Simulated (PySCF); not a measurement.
Al(All)(Cl)(H) (C3H6AlCl), SMILES C=C[CH2][AlH][Cl].

Geometry optimised at B3LYP-D3(BJ)/def2-SVP. The structure was generated by enumeration; whether it is a known compound was not checked. Other conformers were not sampled.

These are M06-2X/def2-TZVP (PySCF) values and carry that method's errors.

The molecule is in vacuum.

Computed frontier levels, gap, dipole moment and polarisability:
highest occupied level: -8.19 eV
lowest empty level: -0.06 eV
orbital gap: 8.13 eV
dipole moment: 2.25 D
quadrupole, principal values (traceless, Buckingham form, about the centre of nuclear charge): -6.11, -0.05, 6.16 D·Å
mean static polarisability: 73.3 bohr³ (10.87 Å³)
polarisability, principal values: 66.6, 68.9, 84.5 bohr³
